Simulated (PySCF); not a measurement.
Mn: excitation energy

Mn [Ar] 3d5 4s2 (6S) → Mn [Ar] 3d4 4s2 5s1 (6D), as a difference of total energies. Computed with PySCF 2.14 in dyall-av2z (16s12p7d2f, 101 functions), with no relativity, point nucleus. Correlated levels: valence: [Ar] frozen; virtual orbitals above 40 to 60 times the deepest correlated orbital energy dropped. The calculations carry no spin-orbit coupling.

```json
{"method": "UHF", "excitation energy (cm⁻¹)": "88779"}
{"method": "LDA", "excitation energy (cm⁻¹)": "101520"}
{"method": "PBE", "excitation energy (cm⁻¹)": "98565"}
{"method": "PBE0", "excitation energy (cm⁻¹)": "97372"}
{"method": "r2SCAN", "excitation energy (cm⁻¹)": "100110"}
{"method": "TPSS", "excitation energy (cm⁻¹)": "98069"}
{"method": "B2PLYP", "excitation energy (cm⁻¹)": "95210"}
{"method": "wB97X-V", "excitation energy (cm⁻¹)": "96530"}
{"method": "wB97M-V", "excitation energy (cm⁻¹)": "96236"}
{"method": "MP2 (valence)", "excitation energy (cm⁻¹)": "94020"}
{"method": "SCS-MP2 (valence)", "excitation energy (cm⁻¹)": "89582"}
```

A first-order spin-orbit estimate (lowest level to lowest level, LS coupling) adds -0.064 eV.

The upper state lies above the first ionisation limit, where it may autoionise and the basis confines it. A Rydberg-like electron needs more diffuse functions than a valence basis has.

The promoted electron is Rydberg-like, and one or two diffuse shells describe it only roughly, which tends to raise the upper state.
